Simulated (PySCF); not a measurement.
Computed with PySCF with PBE-D3(BJ)/def2-TZVP // B3LYP-D3(BJ)/def2-TZVP. All species are isolated molecules in the gas phase. 

Reference species (SMILES): `BrC(Br)(Br)Br` (neutral, multiplicity 1).

The dipole moment is 0.00 D.

Changed species: `BrC(Br)Br` (whole molecule; the reference has whole molecule).

Task: Predict the effect on the dipole moment.

Result: the dipole moment rises by 0.86 D, to 0.86 D.
